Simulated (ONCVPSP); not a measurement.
u(r) = r·R(r): atom against pseudo-atom (hafnium)

Columns: radius, all-electron u(r) and pseudo u(r) of the 5d shell (level -2.87 eV) of hafnium in the configuration [Kr] 4d10 4f14 5s2 5p6 5d2 6s2; LDA (Perdew-Wang 92), scalar-relativistic, ONCV scheme, ONCVPSP 4.0.1.

```
r (bohr)  all-electron  pseudo
   0.115        0.1779  0.0016
   0.230       -0.0268  0.0122
   0.345       -0.2438  0.0386
   0.460       -0.2537  0.0840
   0.575       -0.1313  0.1470
   0.690        0.0346  0.2232
   0.805        0.1961  0.3058
   0.920        0.3340  0.3876
   1.035        0.4432  0.4627
   1.150        0.5251  0.5270
   1.265        0.5834  0.5785
   1.380        0.6223  0.6167
   1.495        0.6458  0.6421
   1.610        0.6572  0.6558
   1.725        0.6595  0.6594
   1.840        0.6548  0.6550
   1.955        0.6449  0.6450
   2.070        0.6313  0.6313
   2.185        0.6149  0.6149
   2.300        0.5967  0.5967
   2.415        0.5773  0.5772
   2.530        0.5571  0.5570
   2.645        0.5365  0.5364
   2.760        0.5158  0.5157
   2.875        0.4952  0.4951
   2.990        0.4749  0.4747
```

(1) How many radial nodes do the two functions have?

(2) At about which radius was the pseudo-wave matched?

(3) Where does each function peak?

(4) Is the pseudo-wave norm-conserving?

## Answers

(1) The all-electron 5d function has n − l − 1 = 2; the pseudo-wave has 0, since the states of the same l below it are removed with the core.

(2) 2.30 bohr. The columns agree to 0.0005 from 1.73 bohr on; several derivatives are matched, so the curves merge somewhat inside the radius.

(3) Outermost all-electron maximum near 1.73 bohr, pseudo maximum near 1.73 bohr (to the table’s step).

(4) Yes: the ONCV scheme keeps the norm inside the radius equal to the all-electron one, which fixes the energy derivative of the logarithmic derivative at the level.
